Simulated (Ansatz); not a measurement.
C3H9NSi2, SMILES CC1=NC[SiH2][SiH2]1.

Coordinates come from a PBE0-D3(BJ)/def2-SVP optimisation. This is a generated structure with no PubChem entry under its InChIKey; it may be hypothetical. Other conformers were not sampled.

Two levels are set side by side: PBE/def2-SVPD (Ansatz, a quantum-chemistry and plane-wave program) and ωB97X-V/def2-SVPD (Ansatz). Energy differences of separate SCF runs at the same geometry; the states with an electron removed or added have multiplicity 2 and 2. Differences are taken from unrounded values.

| quantity | ωB97X-V | PBE | PBE minus ωB97X-V |
|---|---|---|---|
| vertical ionisation energy (eV) | 8.43 | 8.12 | -0.31 |
| vertical singlet–triplet gap (eV) | 3.61 | 3.34 | -0.27 |
